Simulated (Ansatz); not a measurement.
Consider the redistribution: `[CH3][SnH]([F])[Cl]` + `C#CC1[SiH2]S1` → `C#[C][SnH]([CH3])[Cl]` + `FC1[SiH2]S1`.

Isolated molecules relaxed with PBE0-D4/def2-TZVP in Ansatz; ΔE leaves out vibrations. CBS: MP2 limit from def2 TZ/QZ plus the TZ coupled-cluster correction, frozen cores. Functionals use def2-TZVPP. B3LYP here is the variant with VWN-RPA as its local correlation; programs differ in this. def2 core potentials past Kr. For Sn outer-core shells are correlated without core-valence functions, which leaves a few kJ/mol of doubt a bond.

`[CH3][SnH]([F])[Cl]`:

Z-matrix (Å, degrees):
```
C
Sn 1 2.114
H 1 1.089 2 108.0
H 1 1.090 2 109.5 3 119.6
H 1 1.089 2 109.8 3 -119.6
F 2 1.919 1 105.9 3 -56.3
Cl 2 2.320 1 109.0 3 55.6
H 2 1.699 1 122.6 3 -176.9
```

`C#CC1[SiH2]S1`:

Cartesian coordinates in Å:
```
C 2.181 0.706 -0.598
C 1.235 0.082 -0.196
C 0.103 -0.652 0.263
Si -1.620 0.024 0.088
S -0.627 -0.118 1.913
H 3.021 1.256 -0.949
H 0.215 -1.732 0.218
H -2.724 -0.917 -0.199
H -1.784 1.351 -0.539
```

`C#[C][SnH]([CH3])[Cl]`:

Cartesian coordinates in Å:
```
C -1.726 2.074 0.928
C -0.828 1.440 0.432
Sn 0.687 0.315 -0.437
C 0.243 -1.755 -0.315
Cl 2.588 0.675 0.869
H -2.514 2.640 1.372
H 1.048 0.929 -1.981
H 1.073 -2.331 -0.720
H 0.092 -2.018 0.731
H -0.664 -1.970 -0.879
```

`FC1[SiH2]S1`:

```xyz
7

F    -1.395    0.881   -1.078
C    -0.453   -0.065   -0.792
Si    0.585    0.104    0.737
S    -0.954   -1.294    0.482
H    -0.104   -0.528   -1.711
H     0.336    1.274    1.603
H     1.986   -0.373    0.760
```

Question: Is it downhill or uphill in electronic energy at CCSD(T)/CBS, and by how much? (Best estimate.)

Answer: Ansatz gave: Uphill: ΔE = +125.3 kJ/mol.

Question: What do these levels give: revPBE-D4, r2SCAN-D4, B3LYP-D4, PBE-QIDH, PBE0, B3LYP, r2SCAN0, CAM-B3LYP, HF/def2-SVP, CCSD/def2-SVP, CCSD/def2-TZVPP, HF/def2-QZVPP? (An estimate is asked.)

Answer: The calculation gave: revPBE-D4 130.2, r2SCAN-D4 130.7, B3LYP-D4 130.5, PBE-QIDH 126.5, PBE0 126.6, B3LYP 128.7, r2SCAN0 129.2, CAM-B3LYP 127.4, HF/def2-SVP 121.4, CCSD/def2-SVP 124.3, CCSD/def2-TZVPP 116.7, HF/def2-QZVPP 125.1 kJ/mol.

Largest T1 diagnostic among the species: 0.014.

Leaving LDA and LC-ωPBE aside and taking each functional with its dispersion term where it has one, the values, not all of them listed here, spread over 12.9 kJ/mol, from ωB97M-V to B97M-V.
